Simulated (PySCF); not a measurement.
C₃H₈Si₂, SMILES C#C[Si@@H](C)[SiH3]. Atoms are numbered in the order given.

```xyz
13

C     -1.5060    -2.3476    -0.5529
C     -0.7896    -1.4865    -0.0754
Si     0.2812    -0.1485     0.5932
C      2.0828    -0.4997     0.1880
Si    -0.4412     1.8626    -0.3778
H     -2.1386    -3.1110    -0.9701
H      0.0812    -0.0899     2.0747
H      2.3957    -1.4600     0.6252
H      2.2296    -0.5508    -0.9012
H      2.7304     0.2943     0.5904
H     -0.2737     1.7928    -1.8631
H     -1.8803     2.1177    -0.0641
H      0.3723     3.0108     0.1351
```

The structure is a stationary point at PBE0-D3(BJ)/def2-SVP. The structure was generated by enumeration; whether it is a known compound was not checked.

All values below come from SMD-B3LYP/def2-SVP in PySCF.

Solvation free energies are E(SMD) − E(gas) at the gas-phase geometry, for 1 M in both phases. In vacuum the dipole moment is 0.83 D.

| solvent | ΔG(solv) (kcal/mol) | its non-electrostatic (CDS) part | dipole (D) |
|---|---|---|---|
| water | … | … | … |
| toluene | -0.9 | 0.7 | 0.95 |
| acetone | -1.7 | 1.6 | 1.08 |

Problem. Complete the blanks. (The exact figures need the calculation; the answer reports its results.)

Solution. 
- water, ΔG(solv) (kcal/mol): 3.1
- water, its non-electrostatic (CDS) part: 6.7
- water, dipole (D): 1.10
